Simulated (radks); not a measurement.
The numbers below are computed, except where a source is named.
All-electron atom: Sm VII in [Kr] 4d10 4f4 5s2 5p4.

Code: a radial shooting solver on a logarithmic mesh with Libxc functionals. Model: scalar-relativistic Kohn-Sham, PBEsol, spin-polarised, spherical densities, point nucleus; open shells are filled with parallel spins first (spin-orbit coupling, left out, can overturn this in heavy ions).

Energy parts (eV):
part                      energy
total                 -283403.75
kinetic                302967.44
electron-nucleus      -685284.28
Hartree                105138.37
exchange-correlation    -6225.28

Orbitals (lengths in bohr, moments of r in powers of bohr; r(max) is where P^2 peaks; r(90%) holds 90 % of the orbital's charge):
1s up: occ. 1; eigenvalue (eV) -46746.60; r(90%) 0.0411; r(max) 0.01449; <r^4> 1.318e-06; <1/r> 68.80
1s down: occ. 1; eigenvalue (eV) -46746.42; r(90%) 0.0411; r(max) 0.01449; <r^4> 1.318e-06; <1/r> 68.80
2s up: occ. 1; eigenvalue (eV) -7711.987; r(90%) 0.150; r(max) 0.08217; <r^4> 0.0002123; <1/r> 15.93
2s down: occ. 1; eigenvalue (eV) -7711.854; r(90%) 0.150; r(max) 0.08217; <r^4> 0.0002122; <1/r> 15.93
2p up: occ. 3; eigenvalue (eV) -6889.331; r(90%) 0.139; r(max) 0.06636; <r^4> 0.0001574; <1/r> 14.95
2p down: occ. 3; eigenvalue (eV) -6889.155; r(90%) 0.139; r(max) 0.06636; <r^4> 0.0001574; <1/r> 14.95
3s up: occ. 1; eigenvalue (eV) -1759.243; r(90%) 0.374; r(max) 0.2338; <r^4> 0.008349; <1/r> 5.824
3s down: occ. 1; eigenvalue (eV) -1757.512; r(90%) 0.374; r(max) 0.2337; <r^4> 0.008326; <1/r> 5.828
3p up: occ. 3; eigenvalue (eV) -1502.120; r(90%) 0.379; r(max) 0.2292; <r^4> 0.008734; <1/r> 5.490
3p down: occ. 3; eigenvalue (eV) -1500.380; r(90%) 0.379; r(max) 0.2291; <r^4> 0.008705; <1/r> 5.494
3d up: occ. 5; eigenvalue (eV) -1153.672; r(90%) 0.360; r(max) 0.1878; <r^4> 0.007051; <1/r> 5.211
3d down: occ. 5; eigenvalue (eV) -1152.295; r(90%) 0.360; r(max) 0.1877; <r^4> 0.007018; <1/r> 5.215
4s up: occ. 1; eigenvalue (eV) -419.8427; r(90%) 0.828; r(max) 0.5386; <r^4> 0.2047; <1/r> 2.458
4s down: occ. 1; eigenvalue (eV) -415.8015; r(90%) 0.828; r(max) 0.5386; <r^4> 0.2044; <1/r> 2.457
4p up: occ. 3; eigenvalue (eV) -334.9237; r(90%) 0.886; r(max) 0.5617; <r^4> 0.2661; <1/r> 2.266
4p down: occ. 3; eigenvalue (eV) -330.8908; r(90%) 0.885; r(max) 0.5616; <r^4> 0.2655; <1/r> 2.265
4d up: occ. 5; eigenvalue (eV) -215.6822; r(90%) 0.992; r(max) 0.5847; <r^4> 0.4129; <1/r> 1.999
4d down: occ. 5; eigenvalue (eV) -211.6026; r(90%) 0.991; r(max) 0.5845; <r^4> 0.4115; <1/r> 2.000
4f up: occ. 4; eigenvalue (eV) -86.2441; r(90%) 1.34; r(max) 0.5914; <r^4> 1.390; <1/r> 1.536
4f down: occ. 0; eigenvalue (eV) -82.0027; r(90%) 1.34; r(max) 0.5914; <r^4> 1.437; <1/r> 1.535
5s up: occ. 1; eigenvalue (eV) -119.0068; r(90%) 1.84; r(max) 1.210; <r^4> 5.036; <1/r> 1.024
5s down: occ. 1; eigenvalue (eV) -114.8503; r(90%) 1.86; r(max) 1.213; <r^4> 5.211; <1/r> 1.017
5p up: occ. 3; eigenvalue (eV) -95.3497; r(90%) 2.06; r(max) 1.335; <r^4> 7.805; <1/r> 0.9098
5p down: occ. 1; eigenvalue (eV) -91.5290; r(90%) 2.09; r(max) 1.342; <r^4> 8.248; <1/r> 0.8982

The highest occupied level is 4f up at -86.244 eV. Summed over all electrons, <r^2> = 26.14 bohr^2, which gives a Langevin (diamagnetic) susceptibility term of -20.7 x 10^-6 cm^3/mol.
